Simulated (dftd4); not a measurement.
C3H10B3O3 (SMILES CB1OB(C)[OH+]B(C)O1), charge +1, singlet, at a GFN2-xTB geometry; D4 for b97d (dftd4).

Here is a job for dftd4.
```
$ dftd4 mol.xyz --func b97d --charge 1 --json dftd4.json --noedisp --grad

# file mol.xyz
19

C      1.55017480     2.52376653     0.43186327
B      0.74441431     1.20639358     0.21146577
O     -0.63297883     1.19769932     0.08470926
B     -1.40764061     0.15281059    -0.10721144
C     -2.96598204     0.14797066    -0.23653381
O     -0.69256398    -1.12749516    -0.19046388
B      0.76911319    -1.19419293    -0.06915601
C      1.46627084    -2.58911906    -0.18322750
O      1.35348684    -0.03089726     0.11833668
H      1.62532102     3.08286401    -0.50051865
H      2.56270630     2.34106553     0.77664846
H      1.05399689     3.19003835     1.13286680
H     -3.43049075     0.35078071     0.72812695
H     -3.30896210     0.94805819    -0.88868509
H     -3.38149943    -0.78580665    -0.60502846
H     -1.19421256    -1.94211873    -0.32808476
H      0.78690927    -3.43516332    -0.12737374
H      2.22242057    -2.71480915     0.58851612
H      2.00804252    -2.67012884    -1.12522737
```

The log (banner, timings and long lists left out):

```
                    ____  _____ _____     ____  _  _
      -------------|  _ \|  ___|_   _|---|  _ \| || |------------
     |             | | | | |_    | | ___ | | | | || |_           |
     |             | |_| |  _|   | ||___|| |_| |__   _|          |
     |             |____/|_|     |_|     |____/   |_|            |
     |             ===================================           |
     |            E. Caldeweyher, S. Ehlert & S. Grimme          |
     |          Mulliken Center for Theoretical Chemistry        |
     |                    University of Bonn                     |
      -----------------------------------------------------------

Rational (Becke-Johnson) damping: b97d-D4-ATM
---------------------
  s6         1.0000
  s8         1.6946
  s9         1.0000
  a1         0.2890
  a2         4.1341
 alp        16.0000
--------------------

Dispersion energy:      -5.4963597736277E-02 Eh

Gradient norm:           3.5426083083485E-03 Eh/a0
--------------------------------------------------
     #    Z           dE/dx      dE/dy      dE/dz
--------------------------------------------------
     1    6 C     8.118E-04  1.335E-03  2.174E-04
     2    5 B    -1.632E-04 -2.678E-04 -4.371E-05
     3    8 O    -4.682E-04  9.923E-04  7.252E-05
     4    5 B    -3.848E-04  3.676E-04  8.481E-06
     5    6 C    -1.552E-03  1.650E-04 -1.081E-04
     6    8 O    -4.667E-04 -7.552E-04 -1.276E-04
     7    5 B     5.039E-04 -1.762E-04  2.791E-05
     8    6 C     8.458E-04 -1.314E-03 -9.287E-05
     9    8 O     1.100E-03  3.204E-05  1.111E-04
    10    1 H     1.661E-04  2.808E-04 -4.733E-05
    11    1 H     2.039E-04  2.505E-04  7.601E-05
    12    1 H     1.367E-04  2.805E-04  1.119E-04
    13    1 H    -3.263E-04  2.503E-05  7.019E-05
    14    1 H    -3.084E-04  5.430E-05 -8.838E-05
    15    1 H    -3.749E-04 -1.551E-05 -6.399E-05
    16    1 H    -2.332E-04 -3.791E-04 -6.367E-05
    17    1 H     1.502E-04 -3.496E-04 -6.185E-07
    18    1 H     1.765E-04 -2.684E-04  5.129E-05
    19    1 H     1.830E-04 -2.570E-04 -1.105E-04
--------------------------------------------------

Virial:
--------------------------------------------------
      component           x          y          z
--------------------------------------------------
          x       2.933E-02 -1.918E-03  2.197E-03
          y      -1.918E-03  2.749E-02  2.981E-03
          z       2.197E-03  2.981E-03  1.363E-03
--------------------------------------------------

[Info] Dispersion results written to 'dftd4.txt'
[Info] JSON dump of results written to 'dftd4.json'
```
